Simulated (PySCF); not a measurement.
Polarisability and C₆ of Zr(2+) (zirconium, charge +2)

[Kr] 4d2, high-spin 3F determinant. Calculation: PySCF 2.14, in aug-cc-pVTZ-PP with ECP28MDF (6s6p5d3f2g, 88 functions); a scalar-relativistic core potential. Coupled (time-dependent) response in atomic units; α is the mean over directions.

```tsv
method	mean α (bohr³)	α xx, yy, zz	C₆ (like pair)	S(−4)
UHF	11.30	11.30, 11.30, 11.30	55.79	77.97
PBE	12.87	12.87, 12.87, 12.87	63.12	123.3
PBE0	12.19	12.19, 12.19, 12.19	59.95	102.0
r2SCANh	12.38	12.34, 12.34, 12.45	62.31	98.47
```

S(−4) is the Cauchy moment in α(ω) = α(0) + S(−4) ω² + …

Spin-orbit coupling is absent.

α(iu) at PBE0:

```tsv
u (hartree)	α(iu) (bohr³)
0	12.19
0.0500	11.94
0.100	11.31
0.200	9.645
0.300	8.184
0.500	6.174
0.750	4.618
1.00	3.584
1.50	2.303
2.00	1.575
3.00	0.8436
5.00	0.3444
```

A single London oscillator, α(iu) = α/(1 + u²/ω²), gives C₆ = (3/4) ω α². Matching the computed C₆ needs ω = 4 × 59.95 / (3 × 12.19²) = 0.538 hartree.

For an ion, C₆ is the dispersion term alone; charge-induced terms of lower order in 1/R come first.

The components differ because the open shell of this determinant is not spherical; for a pure term their mean is the scalar polarisability.

Energies and moments cover only the electrons outside the core potential.
